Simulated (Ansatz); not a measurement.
Compare A (`C1[SiH2][SiH2]S1`) with its isomer B (`[SiH3][SiH]1CS1`).

Isolated molecules relaxed with PBE0-D4/def2-TZVP in Ansatz; ΔE leaves out vibrations. CCSD(T)/CBS adds triple-zeta CCSD(T) − MP2 to the extrapolated MP2 energy (def2 sets, frozen cores). Functionals use def2-TZVPP. B3LYP here is the variant with VWN-RPA as its local correlation; programs differ in this.

**Question.** Which is lower in electronic energy at CCSD(T)/CBS, and by how much? (Estimate.)

**Answer.** Ansatz gave: A, by 8.8 kcal/mol.

**Question.** Give E(B) − E(A) in kcal/mol with B3LYP-D4, MP2/def2-TZVPP, PBE-D4, PBE0-D4, B3LYP, CCSD/def2-TZVPP, CCSD(T)/def2-SVP. (An estimate is asked.)

**Answer.** The calculation gave: B3LYP-D4 8.3, MP2/def2-TZVPP 8.4, PBE-D4 7.9, PBE0-D4 9.0, B3LYP 7.3, CCSD/def2-TZVPP 8.7, CCSD(T)/def2-SVP 8.5. None reverses the order clearly.

**Question.** Does the order hold for the free energy at 298.15 K (harmonic terms from PBE0-D4)? (An estimate is asked.)

**Answer.** Ansatz gave: Yes: G(B) − G(A) = +7.5 kcal/mol.

Largest T1 diagnostic: 0.013.

From r2SCAN to r2SCAN0 (25 % exact exchange), in def2-TZVPP and without D4, E(B) − E(A) moves by +1.0 kcal/mol. The D4 term adds +1.0 kcal/mol with B3LYP and +0.5 kcal/mol with PBE0; it sums over pairs of atoms, weighted by their polarisabilities, and B3LYP, whose exchange is more repulsive, gets the larger term.
